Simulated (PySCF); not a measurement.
CH4AlClO2 (SMILES C[O][Al]([OH])[Cl]), singlet, at a GFN2-xTB geometry (such geometries of metal compounds can be far from the true shape).

The PySCF input:
```python
from pyscf import gto, scf, mcscf
import numpy

mol = gto.Mole()
mol.atom = '''
    Al    0.150632    0.332831    0.168855
    Cl   -0.313371   -0.812963    1.775116
    O     0.813790    1.832270    0.309803
    H     1.162525    2.600880    0.734992
    O    -0.181570   -0.339060   -1.299438
    C    -0.304939   -0.541399   -2.676911
    H     0.273120   -1.422291   -2.967428
    H    -1.356200   -0.705511   -2.926792
    H     0.061522    0.323209   -3.234311
'''
mol.basis = '6-31g'
mol.charge = 0
mol.spin = 0
mol.verbose = 3
mol.build()

mf = scf.RHF(mol)
mf.kernel()
mc = mcscf.CASSCF(mf, 8, 6)
mc.fix_spin_(ss=0.0)
mc.kernel()
occ = numpy.linalg.eigvalsh(mc.fcisolver.make_rdm1(mc.ci, mc.ncas, mc.nelecas))[::-1]
ss = mc.fcisolver.spin_square(mc.ci, mc.ncas, mc.nelecas)[0]
print('natural occupations', occ.round(4), ' <S^2>', round(ss, 4))
```

Q: What does this run give for the number of basis functions, SCF-reference HOMO energy, natural occupations of the active orbitals, SCF-reference Mulliken (on the basis functions themselves) charges in atom order?

A: 
The number of basis functions comes out as 61 and the SCF-reference HOMO energy is -12.01 eV. The natural occupations of the active orbitals is 1.98, 1.98, 1.97, 0.02, 0.02, 0.02, 0.00, 0.00 and the SCF-reference Mulliken (on the basis functions themselves) charges in atom order comes out as Al1 1.75, Cl2 -0.43, O3 -1.12, H4 0.47, O5 -1.10, C6 -0.01, H7 0.15, H8 0.15, H9 0.14.
